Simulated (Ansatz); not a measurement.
`[AlH2][C]#C[O][SbH2]` → Al• + 2 C• + 4 H• + O• + Sb•  (atomization)

Gas-phase electronic energies from Ansatz, PBE0-D4/def2-TZVP geometries. CBS: MP2 limit from def2 TZ/QZ plus the TZ coupled-cluster correction, frozen cores. This one scheme is used for every species, atoms too. For atomizations the MP2-based limit and the directly extrapolated one differ by several kJ/mol either way, and by 10 to 25 for some Ge, Se and Sn compounds, so smaller differences from it don't rank the levels. DFT in def2-TZVPP. Open shells (•) are unrestricted, without spin–orbit coupling. Spin–orbit coupling would lower the free atoms: a little for Al, C, O. def2 core potentials past Kr. For Sb outer-core shells are correlated without core-valence functions, so the limit isn't a true one: a few kJ/mol of doubt a bond, and 10 to 20 or more in all where bonds break to atoms.

```json
{"level": "PBE0-D4", "ΔE (kcal/mol)": "704.0"}
{"level": "BHLYP-D4", "ΔE (kcal/mol)": "677.9"}
{"level": "ωB97X-V", "ΔE (kcal/mol)": "711.7"}
{"level": "PBE-QIDH", "ΔE (kcal/mol)": "694.5"}
{"level": "revPBE", "ΔE (kcal/mol)": "692.8"}
{"level": "LC-ωPBE", "ΔE (kcal/mol)": "697.9"}
{"level": "CCSD/def2-SVP", "ΔE (kcal/mol)": "642.2"}
{"level": "CCSD(T)/def2-SVP", "ΔE (kcal/mol)": "654.3"}
```

Task: What does CCSD(T)/CBS give? (An estimate is asked.)

Result: Ansatz gave: +706.9 kcal/mol. The listed levels differ from it by -2.9, -29.0, 4.8, -12.4, -14.1, -9.0, -64.7, -52.6 kcal/mol.

Task: What do rigid-rotor, harmonic-oscillator terms from PBE0-D4/def2-TZVP frequencies (298.15 K, 1 bar) make of the CCSD(T)/CBS value? (An estimate is asked.)

Result: Computed: ΔZPE = -25.6 kcal/mol, ΔH = +688.9 kcal/mol, ΔS = 892 J/(mol·K), ΔG = +625.4 kcal/mol. Open shells count their whole term as degenerate.

Largest T1 diagnostic among the species: 0.018.

At CCSD(T), def2-SVP lies −52.7 kcal/mol from the extrapolated value and def2-TZVPP −23.9 kcal/mol: correlation converges slowly with the basis, and small sets miss more of it in the bonded molecule than in its fragments. From r2SCAN to r2SCAN0 (25 % exact exchange), in def2-TZVPP and without D4, ΔE moves by −21.2 kcal/mol: exact exchange takes away binding that semilocal exchange gives to molecules.
